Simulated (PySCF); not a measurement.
# How methods differ on the excitation energy of O⁺

O⁺ [He] 2s2 2p3 (4S) → O⁺ [He] 2s1 2p4, s spin flipped, as a difference of total energies. Computed with PySCF 2.14 in x2c-TZVPPall with one added diffuse shell each of s, p, d type (6s4p3d1f, 40 functions), with the spin-free X2C one-electron Hamiltonian (Gaussian nucleus). Correlated levels: valence and next inner shell: nothing frozen. The calculations carry no spin-orbit coupling.

```csv
method,excitation energy (cm⁻¹)
UHF,196590
MP2 (valence and next inner shell),178100
SCS-MP2 (valence and next inner shell),174620
```

The upper determinant mixes two multiplicities, so it lies between the two terms.

The coupled-cluster amplitudes are large for the upper state (T1 above 0.03 or a double amplitude above 0.15), so a single reference is strained.
